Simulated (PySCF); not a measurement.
C₅H₇O₂, doublet, at a GFN2-xTB geometry. Base run: PBE0/STO-3G (PySCF).

The PySCF input:
```python
from pyscf import gto, scf, dft

mol = gto.Mole()
mol.atom = '''
    C     2.111952   -0.192210   -0.821613
    C     1.281194    0.658074    0.151110
    O     1.805428    1.472047    0.891062
    C    -0.076551    0.381909    0.011087
    C    -1.146272   -0.368611    0.018294
    C    -2.492712    0.184247   -0.366120
    O    -1.116813   -1.690788    0.382666
    H     3.151196   -0.153488   -0.507571
    H     1.760570   -1.219663   -0.837907
    H     2.013858    0.232444   -1.818397
    H    -3.187793    0.087529    0.468377
    H    -2.887718   -0.368502   -1.219521
    H    -2.409224    1.232807   -0.632969
    H    -2.015480   -2.041660    0.401612
'''
mol.basis = 'sto-3g'
mol.charge = 0
mol.spin = 1
mol.verbose = 4
mol.build()

mf = dft.UKS(mol)
mf.xc = 'pbe0'
mf.kernel()
mf.analyze()
```

Variants of this job, named by their change:

```
change                                                                            ΔE vs base (µEh)  SCF cycles  <S^2>        outcome
--------------------------------------------------------------------------------  ----------------  ----------  -----  -------------
base                                                                                           0.0          16  0.796      converged
level_shift = 0.5 (with mf.max_cycle = 100)                                                    0.0          37  0.796      converged
diis = off; damp = 0.3 (with mf.diis_start_cycle = 200; with mf.max_cycle = 150)                 -         150      -  not converged
diis_space = 20                                                                                0.0          15  0.796      converged
init_guess = sap                                                                                 -          50      -  not converged
conv_tol_grad = 1e-7                                                                           0.0          24  0.796      converged
conv_tol = 1e-4                                                                                0.8          10  0.795      converged
level_shift = 0.3 (with mf.max_cycle = 100)                                                    0.0          27  0.796      converged
DIIS = EDIIS                                                                                     -          50      -  not converged
init_guess = vsap                                                                              0.0          16  0.796      converged
diis = off (with mf.max_cycle = 100)                                                             -         100      -  not converged
DIIS = ADIIS                                                                                   0.0          30  0.796      converged
diis_space = 4                                                                                 0.0          21  0.796      converged
```

Open shells are given as the SCF converged; they aren't shown to be the lowest states, and a large step between rows can be another state.
